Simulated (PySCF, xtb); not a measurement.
C₂H₃O₂, SMILES O=CO[CH2], multiplicity 2.

Coordinates come from a B3LYP-D3(BJ)/def2-SVP optimisation. The isomer is the one that the SMILES or the coordinates give; other isomers of the formula were not compared. The values are those of a single conformer.

Method: IEF-PCM-B3LYP/def2-SVP (PySCF 2.14.0).

The values are the electrostatic part of the solvation free energy, E(continuum) − E(gas) at the gas-phase geometry, in a cavity of scaled van der Waals radii (PySCF's table); cavitation and dispersion terms are not included. The dipole moment in vacuum is 1.60 D.

Question: Estimate the values in water (ε = 78.36), acetone (ε = 20.49), N,N-dimethylformamide (ε = 37.22). (The exact figures need the calculation; the answer reports its results.)

Answer: 
| solvent | ε | ΔG(elec) (kcal/mol) | dipole (D) |
|---|---|---|---|
| water | 78.36 | -3.8 | 1.99 |
| acetone | 20.49 | -3.6 | 1.96 |
| N,N-dimethylformamide | 37.22 | -3.7 | 1.98 |

For comparison, GFN2-xTB/ALPB(water) (xtb, at the GFN2-xTB geometry, all terms of that model) gives -2.3 kcal/mol.
